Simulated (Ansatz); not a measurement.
Reaction: BNH3F (SMILES NBF) → BNH2F (SMILES [NH]BF, doublet) + H (doublet) (the H-N bond breaks)
Each species at its own B3LYP-D3(BJ)/def2-TZVP minimum (Ansatz, a first-principles code), one conformer.

Total energies in hartree (Ansatz). UHF or UKS for unpaired electrons; spin-orbit terms are left out. Cores are frozen in correlated methods. No relativity. For partners of very few electrons the exact lower level stands in for a higher one.

| species | HF/cc-pVTZ | CCSD(T)/cc-pVTZ | HF/cc-pVQZ | CCSD(T)/cc-pVQZ | CCSD(T)/cc-pVDZ | CCSDT(Q)/cc-pVDZ |
|---|---|---|---|---|---|---|
| 1: BNH3F (SMILES NBF) | -180.49770 | -181.10064 | -180.51216 | -181.15803 | -180.90758 | -180.90909 |
| 2: BNH2F (SMILES [NH]BF, doublet) | -179.84311 | -180.40017 | -179.85733 | -180.45539 | -180.21562 | -180.21730 |
| 3: H (doublet) | -0.49981 | -0.49981 | -0.49995 | -0.49995 | -0.49928 | -0.49928 |

Problem. Work out the bond dissociation energy (electronic) in kcal/mol: take Hartree-Fock from cc-pVQZ, extrapolate the CCSD(T) correlation energy as X^-3 (X = 3, 4), and add CCSDT(Q) - CCSD(T) in cc-pVDZ. 1 hartree = 627.51 kcal/mol.

Solution. 
Species 1: correlation (64·(-0.64587) - 27·(-0.60294))/37 = -0.67720; step -0.00151; E1 = -180.51216 + (-0.67720) + (-0.00151) = -181.19087
Species 2: correlation (64·(-0.59806) - 27·(-0.55706))/37 = -0.62798; step -0.00168; E2 = -179.85733 + (-0.62798) + (-0.00168) = -180.48699
Species 3: correlation (64·(0.00000) - 27·(0.00000))/37 = 0.00000; step +0.00000; E3 = -0.49995 + (0.00000) + (+0.00000) = -0.49995
-1·E1 +1·E2 +1·E3 = 0.20393 hartree = 128.0 kcal/mol.
